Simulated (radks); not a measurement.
Spherical quantum dot in the effective-mass picture: electrons in a parabolic well V = omega^2 r^2 / 2 with omega = 0.278, all in effective atomic units (hartree* = m*/eps^2 hartree, bohr* = eps/m* bohr), one dielectric constant everywhere. Method: non-relativistic Kohn-Sham, PBE, spin-polarised, spherical densities; computed with a radial shooting solver with Libxc functionals. Levels are named by radial order and angular momentum (1s, 1p, 1d, 2s, ...), and open shells are averaged over m. Results are scaled to m* = 0.074 and eps = 5.2, for which hartree* = 74.47 meV and bohr* = 3.719 nm.

N = 3, configuration 1s2 1p(up 1, down 0). This is the lowest configuration that the search found. Occupied and some empty levels:

level,occupation,eigenvalue (meV),<r> (nm)
1s up,1,86.792,9.660
1s down,1,88.803,9.393
1p up,1,101.06,11.96
1p down,0,103.83,11.94
1d up,0,117.50,13.81
1d down,0,120.29,13.91
2s up,0,121.70,12.57
2s down,0,122.83,12.67
1f up,0,135.19,15.46
1f down,0,137.70,15.60

Energy (meV): total 181.969, kinetic 43.183, external 76.169, Hartree 108.00, exchange-correlation -45.382.
